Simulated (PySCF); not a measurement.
**Bond length, frequency and bond energy of HgO⁺ by level of theory**

State: ²Π (doublet), unpaired electrons π ↑. Set-up: PySCF, scalar-relativistic core potentials, basis sets Hg cc-pVDZ-PP with ECP60, O cc-pVDZ. De refers to Hg⁺ + O in their high-spin ground configurations, without counterpoise correction. The functionals are run spin-unrestricted. A positive dipole points towards O; it is taken about the centre of mass and depends on that origin.

```tsv
Level	Re (Å)	ωe (cm⁻¹)	De (eV)	μ (D)	CPU s a point (SCF and correlation, without the integrals)
ROHF	1.992	588	-1.32	-4.10	0.16
ROHF-MP2	1.981	530	0.433	n/a	0.38
ROHF-SCS-MP2	1.999	508	0.396	n/a	n/a
PBE	1.991	503	1.59	-1.84	1
TPSS	1.997	504	1.36	-1.97	1.5
r²SCAN	1.979	524	1.30	-2.16	1.4
PBE0	1.993	486	0.95	-2.28	1.5
B97-3	2.005	482	0.95	-2.40	0.82
MN15	1.975	492	1.02	-2.14	1.6
LC-ωPBE	1.964	536	0.85	-2.97	1.3
```

Question: What does a quarter of exact exchange do here, going from PBE to PBE0?

Answer: PBE0 less PBE: +0.2 pm in Re, -3.4 % in ωe, -0.64 eV in De. Exact exchange removes part of the self-interaction that spreads semilocal densities, and in most molecules shortens and stiffens the bond and lowers De; here Re and ωe go the other way.

Question: What does second-order correlation do here, going from ROHF to ROHF-MP2?

Answer: ROHF-MP2 less ROHF: -1.1 pm in Re, -9.9 % in ωe, +1.75 eV in De. Correlation nearly always deepens the well. The bond shortens, as in weak, metallic or heavy-atom bonds, where dispersion and the correlation of outer-core electrons pull the atoms together.

Correlated steps freeze 1 core orbital. Correlated levels converge slowly with the basis: in double zeta they bind strong bonds too weakly, by up to about 1 eV, and carry superposition errors of some tenths. Spin–orbit coupling is left out, which matters for elements this heavy, above all for dissociation energies. For an ion De counts to the pair picked by the measured ionisation energies or electron affinities, which need not be the lowest pair at this level. UHF is strongly spin-contaminated for HgO⁺, so the ROHF reference used there is far from stable. A negative De means that the minimum lies above the separated atoms at that level. The state was picked by a PBE0 search and need not be the measured ground state.

The whole job (state search and all levels along the bond) took about 4 min on 1 thread of Arm Neoverse N1 (shared host), peak memory 0.78 GiB.
